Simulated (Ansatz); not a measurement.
```yaml
crystal:
  periodic: [false, false, false]
  atoms:
    - {symbol: C, position_ang: [-0.334417, -1.256205, -0.992443]}
    - {symbol: C, position_ang: [0.084866, -0.476456, 0.234972]}
    - {symbol: C, position_ang: [1.582183, -0.269908, 0.310658]}
    - {symbol: O, position_ang: [-0.551700, 0.798168, 0.206540]}
    - {symbol: Si, position_ang: [-1.610664, 1.323385, 1.365381]}
    - {symbol: O, position_ang: [-1.966304, 2.812153, 0.762242]}
    - {symbol: H, position_ang: [-1.417290, -1.393529, -1.011809]}
    - {symbol: H, position_ang: [-0.039924, -0.720050, -1.897953]}
    - {symbol: H, position_ang: [0.138435, -2.240904, -1.003023]}
    - {symbol: h, position_ang: [-0.245114, -1.021191, 1.132612]}
    - {symbol: H, position_ang: [2.102598, -1.230130, 0.332496]}
    - {symbol: H, position_ang: [1.929092, 0.293155, -0.559257]}
    - {symbol: H, position_ang: [1.850369, 0.288106, 1.209847]}
    - {symbol: H, position_ang: [-1.535233, 3.064204, -0.061664]}
basis:
  gaussian: {orbitals: STO-3G}
hamiltonian: {xc: {name: B97M-V}}
accuracy: high
output: {forces: true}
```

```sh
$ ansatz run in.yaml --threads 4 --pin off --events-out ev --progress --plain --max-ram 11315MiB
```

Shortened log:

```
Error: YAML parse error: error: line 13 column 16: `h` is not an element symbol (H … Og, case-exact)
11 |     - {symbol: H, position_ang: [-0.039924, -0.720050, -1.897953]}
12 |     - {symbol: H, position_ang: [0.138435, -2.240904, -1.003023]}
13 |     - {symbol: h, position_ang: [-0.245114, -1.021191, 1.132612]}
14 |     - {symbol: H, position_ang: [2.102598, -1.230130, 0.332496]}
15 |     - {symbol: H, position_ang: [1.929092, 0.293155, -0.559257]}
```

In this input an element symbol is wrong. The program refused the input.
